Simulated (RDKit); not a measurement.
Input for RDKit: UFF on C2H5FO (a complex), monomers drawn apart or pushed together.

```python
from rdkit import Chem
from rdkit.Chem import AllChem, rdDetermineBonds

blocks = [
'''3

O     0.33121130   -0.11506841   -0.57489067
H     0.03161926   -0.85918360   -1.10668009
H    -0.36169966    0.02173450    0.08274896
''',
'''6

C     0.98339759   -0.65298398    2.49991143
C    -0.28857156   -0.44597534    2.76435999
F    -1.18060437   -0.11949957    1.78992616
H     1.37563024   -0.57352153    1.49471974
H     1.64900972   -0.90758084    3.31169928
H    -0.77219074   -0.50038747    3.72968369
''',
]
mol = None
for b in blocks:
    f = Chem.MolFromXYZBlock(b)
    rdDetermineBonds.DetermineBonds(f, charge=0)
    mol = f if mol is None else Chem.CombineMols(mol, f)
Chem.SanitizeMol(mol)
print(Chem.MolToSmiles(Chem.RemoveHs(mol)))
ff = AllChem.UFFGetMoleculeForceField(mol, vdwThresh=100.0, ignoreInterfragInteractions=False)
e = ff.CalcEnergy()
print(f'UFF energy {e:.6f} kcal/mol')
```

The log:

```
C=CF.O
UFF energy 21.375708 kcal/mol
```

The run finished.

Cost: around 0.04 core-seconds (rough).
